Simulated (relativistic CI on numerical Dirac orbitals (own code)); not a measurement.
**Re⁵⁺ (5d2) in a crystal field**

Calculated by Dirac-Coulomb-Breit CI, separate exchange-only KLI orbitals for each configuration, model QED, valence Slater integrals scaled by 0.7, one configuration in a parametric crystal field (own radial code).

Field parameters in Wybourne normalisation: D4h B²₀ = −7Ds, B⁴₀ = 21(Dq − Dt), B⁴₄ = 21√(5/14) Dq. The field is a parameter set, without covalency.

S is read from ⟨S²⟩ = S(S + 1).

Levels (cm⁻¹, degeneracy): 0 (1), 348 (1), 1356 (1), 1678 (2), 5483 (1), 9832 (1), 9850 (2), 10316 (1), 13032 (2), 18772 (1), 19366 (1), 29279 (1).

Task: Which field gives this pattern?
A. D4h, 10Dq = 16800, Ds = -200, Dt = 750 cm⁻¹
B. D4h, 10Dq = 35250, Ds = -1170, Dt = 650 cm⁻¹
C. D4h, 10Dq = 28650, Ds = 1630, Dt = 630 cm⁻¹

Result: B. D4h, 10Dq = 35250, Ds = -1170, Dt = 650 cm⁻¹, ground level with S = 0.98.
